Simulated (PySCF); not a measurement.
## [NdSF]− at several levels of theory

Computed with PySCF 2.14.0 (density fitting, no spin-orbit coupling) at the geometry relaxed with PBE0:

```xyz
3
[NdSF]− (singlet in the valence; each metal's 4f electrons, 4 of them, lie in its core potential, out of spins and levels)
Nd   -0.2283    0.0000   -0.3332
S     2.1274    0.0000    0.8203
F    -2.1976    0.0000    0.6972
```

| level | basis | state | HOMO (eV) | gap (eV) | charge on Nd1 (e) | population of f-type functions on Nd1 (polarisation alone where 4f lies in the core) | dipole about the centre of mass (D) | largest force component (eV/Å) |
| --- | --- | --- | --- | --- | --- | --- | --- | --- |
| PBE0 | Nd lcecp-0-SVP with ECP50, S def2-SVP, F def2-SVP | singlet | – | – | 0.21 | 0.03 | 9.50 | 0.00 |
| M06-L | the same | singlet | – | – | 0.28 | 0.03 | 9.62 | 0.30 |
| PBE0 | Nd lcecp-0-TZVP with ECP50, S def2-TZVP, F def2-TZVP | singlet | – | – | 0.66 | 0.04 | 10.36 | 0.31 |

In the lcecp rows the 4f levels are missing from HOMO and gap, and the state counts the valence alone.

Charges are Mulliken's, which hang on the basis. The relaxation used the grid (50, 194), these runs (75, 302) or, all-electron (x2c bases, spin-free X2C Hamiltonian), (99, 590).

Question: What does B3LYP with Nd lcecp-0-SVP with ECP50, S def2-SVP, F def2-SVP give here?

Answer: state singlet, charge on Nd1 (e) 0.13, population of f-type functions on Nd1 (polarisation alone where 4f lies in the core) 0.03, dipole about the centre of mass (D) 8.94, largest force component (eV/Å) 0.23. Time: 1.6 s on 2 threads of Arm Neoverse V2, on a shared host, from an already converged density.

An lcecp potential fixes the number of 4f electrons, so in runs with it no electron can move into or out of that shell; real Nd(II) is rare or takes another configuration.

Small gap, closed shell not tested for a spin-broken solution: B3LYP.
